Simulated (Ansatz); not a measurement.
A nudged elastic band was laid between two geometries of Cl3FHOTa + H2 (9 atoms, charge 0, multiplicity 1).

The calculation used Ansatz, RKS PBE-D4/def2-SVP.

* movable images: 5
* climbing image: yes
* spring: 0.1 eV/Å²
* optimiser: quadratic models (default)
* start path: through a guess of the saddle point
* force threshold: 0.05 eV/Å
* iteration limit: 60
* end points: relaxed

First end point:

```xyz
9
Properties=species:S:1:pos:R:3
Ta 0.010 -0.017 0.234
Cl 2.200 -0.875 0.334
Cl -0.044 -0.053 2.583
F 0.450 0.599 -1.505
Cl -1.596 1.705 0.286
O -1.007 -1.519 -0.166
H -1.506 -2.222 0.285
H 1.058 2.226 0.664
H 1.700 1.790 0.673
```

Last end point:

```xyz
9
Properties=species:S:1:pos:R:3
Ta -0.236 -0.168 0.299
Cl 1.649 -1.596 0.266
Cl 0.108 0.330 2.528
F 0.564 0.734 -1.148
Cl -2.041 1.316 0.136
O -1.364 -1.648 0.010
H -1.143 -2.583 -0.159
H 1.827 2.615 1.110
H 1.902 2.634 0.346
```

Question: What changes between the two ends?

Answer: No bond is made or broken.

Question: What energy profile does the band end with?

Answer: The run converged. The highest image is number 4 of 0 to 6, 0.013 eV above the first end and 0.022 eV above the last; the last end lies 0.009 eV below the first. The order of the point at the top wasn't checked.

| image | path coordinate (Å) | energy (eV) |
| --- | --- | --- |
| 0 | 0.00 | 0.000 |
| 1 | 0.10 | 0.001 |
| 2 | 0.21 | 0.002 |
| 3 | 0.34 | 0.006 |
| 4 | 0.51 | 0.013 |
| 5 | 1.39 | 0.011 |
| 6 | 2.28 | -0.009 |

Question: What is the geometry of the highest image?

Answer: 
```xyz
9
Properties=species:S:1:pos:R:3:forces:R:3
Ta -0.056 -0.004 0.255 0.02 0.00 0.02
Cl 2.060 -1.042 0.335 0.00 0.02 -0.01
Cl -0.005 0.089 2.595 -0.03 -0.02 0.03
F 0.475 0.663 -1.436 0.00 -0.02 -0.05
Cl -1.662 1.713 0.262 0.01 0.01 0.02
O -1.125 -1.473 -0.123 0.00 -0.01 -0.01
H -1.292 -2.394 0.140 0.00 0.01 0.00
H 1.123 2.250 0.769 -0.03 0.02 0.00
H 1.747 1.831 0.591 0.03 -0.02 0.00
```

The run took 3.1 min on 4 threads of Arm Neoverse V2 (shared host), peak memory 0.2 GiB.
